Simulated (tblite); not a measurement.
A tight-binding relaxation on `Br[C@@H]1/C(C1)=C/B(F)F`.

Computed with GFN2-xTB geometry optimisation, gas phase (tblite 0.8.0). Start geometry: from a force field or distance geometry. The command runs a driver script over a list of jobs; the input below is this job's line of settings and its coordinates in Å.

Command:
```bash
OMP_NUM_THREADS=1 python probes_run.py task.json out
```

Input:
```
{"job": {"kind": "relax", "xc": "GFN2-xTB", "basis": "xTB"}, "charge": 0, "multiplicity": 1}
F      1.960600    -1.706200    -0.160100
B      2.272200    -0.277600    -0.262600
F      3.389000     0.141300     0.616400
C      1.069400     0.725900    -0.267100
C     -0.157500     0.231700    -0.023500
C     -1.148500    -0.836800     0.255100
C     -1.593300     0.599200     0.087400
Br    -2.417300     1.086000    -1.558700
H      1.231300     1.791200    -0.444000
H     -1.486700    -1.503600    -0.548500
H     -1.152600    -1.317100     1.255900
H     -1.965500     1.065200     1.023900
```

Output:
```
step      E/eV     max force
  0    -690.42998    4.310
  1    -691.06008    2.768
  2    -691.27525    4.408
  3    -691.49008    0.991
  4    -691.53509    0.570
  5    -691.57466    0.930
  6    -691.58844    0.448
  7    -691.60620    0.628
  8    -691.63319    0.710
  9    -691.64328    0.350
... (50 lines left out)
 60    -691.72306    0.019
 61    -691.72311    0.024
 62    -691.72316    0.023
 63    -691.72322    0.021
 64    -691.72327    0.026
 65    -691.72334    0.026
 66    -691.72344    0.038
 67    -691.72354    0.033
 68    -691.72360    0.020
 69    -691.72362    0.010
```

«max force» is the largest atomic force in eV/Å.

Question: From which step on does the largest force stay under 0.1 eV/Å, and how much energy is left to gain from there?

Answer: From step 40 (0.093 eV/Å), 5.0 meV above the end.

Summary of the converged run: energy lowered by 29.8 kcal/mol over 69 steps; largest atomic force 0.010 eV/Å at the end.

Question: Give the final coordinates.

Answer: 0.294 Å rms from the input after alignment:
```
atom  x, y, z in Å
F1     2.1195   -1.6177    0.1752
B2     2.2492   -0.3180   -0.0127
F3     3.4942    0.0898   -0.1516
C4     1.0447    0.6536   -0.0615
C5    -0.2098    0.2561    0.0730
C6    -1.1722   -0.8355    0.2148
C7    -1.6276    0.6013    0.0751
Br8   -2.4526    1.1664   -1.5837
H9     1.2323    1.7098   -0.2149
H10   -1.3036   -1.5051   -0.6244
H11   -1.2958   -1.3195    1.1737
H12   -2.0772    1.1182    0.9110
```

The run took 0.43 s wall on Arm Neoverse V1, one thread, shared host.
Labels such as C1 count atoms from 1, the log's own numbers from 0.
